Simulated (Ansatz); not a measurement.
This geometry of ClFGeH2 + ClH (7 atoms, charge 0, multiplicity 1) is a first-order saddle point.

Level of theory: Ansatz, RKS PBE-D4/def2-SVP.

```xyz
7
Properties=species:S:1:pos:R:3
Ge 0.037 -0.195 -0.091
F 0.202 0.088 1.904
H 1.467 0.019 -0.619
H -0.877 1.052 -0.037
Cl -1.161 -1.502 -1.355
Cl 0.853 -2.307 1.185
H 0.573 -1.005 1.981
```

**Question.** Which two structures does it join? (They come from a converged band through this point; their orientation in space is the band's.)

**Answer.** Bonds broken: Ge1–F2, Cl6–H7. Bonds formed: Ge1–Cl6, F2–H7. ClFGeH2 + ClH becomes Cl2GeH2 + FH.

Initial state:

```xyz
7
Properties=species:S:1:pos:R:3
Ge -0.162 0.156 -0.178
F -0.267 -0.107 1.579
H 1.297 -0.133 -0.581
H -0.717 1.580 -0.393
Cl -1.496 -1.273 -1.084
Cl 1.642 -2.516 1.663
H 0.797 -1.557 1.962
```

Final state:

```xyz
7
Properties=species:S:1:pos:R:3
Ge -0.143 -0.503 -0.257
F 1.114 0.329 2.177
H 1.246 0.011 -0.671
H -1.129 0.454 0.434
Cl -1.114 -1.289 -2.030
Cl 0.149 -2.246 1.070
H 0.971 -0.606 2.245
```

**Question.** How far does it lie above each of them?

**Answer.** 0.79 eV above the first and 0.88 eV above the second. This is the barrier of this one path; another mechanism may lie lower. The orbitals stay closed-shell, which can raise the energy where a bond breaks towards radicals; this wasn't checked here.

Time of the run: 2.8 min on 2 threads of Arm Neoverse V1 (shared host), peak memory 0.14 GiB.
